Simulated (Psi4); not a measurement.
A dimer, H4OSi ··· Br2 (SMILES O[SiH3] and BrBr); the first 6 atoms form monomer A.

```
8

Si    -0.3980    -0.0385    -0.0060
O      1.2019    -0.2985    -0.3280
H     -0.8208     1.3276    -0.4031
H     -0.7006    -0.2113     1.4366
H     -1.1364    -1.0419    -0.7971
H      1.8540     0.2627     0.0976
Br     2.1639    -2.9163    -4.0784
Br     3.9072    -1.4136    -3.8230
```

### Question
What interaction energy does Psi4 1.11 with SAPT0/jun-cc-pVDZ, frozen core give, and which attractive term is the largest?

### Answer
Total -0.22 kJ/mol: electrostatics 0.83, exchange 0.20, induction -0.13, dispersion -1.12. The most attractive term is dispersion.
